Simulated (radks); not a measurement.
Problem. The gallium ion Ga13+ is in [Ar]. Calculated with a radial shooting solver on a logarithmic mesh with Libxc functionals: Dirac Kohn-Sham, relativistic LDA (MacDonald-Vosko exchange, VWN5 correlation), spin-unpolarised, spherical densities, finite nucleus; Fermi nuclear charge, rms radius of each element as measured or else 0.836 A^(1/3) + 0.57 fm. Sub-shells are occupied by j as written (lower j first in brackets). One electron is removed from 3s1/2, 2p3/2, 3p3/2, 3p1/2 in turn, with full relaxation. Which removal costs least, and what does each cost?

Solution. 3p3/2 471.60 eV; 3p1/2 476.96 eV; 3s1/2 523.31 eV; 2p3/2 1562.8 eV. The 3p3/2 electron leaves first.
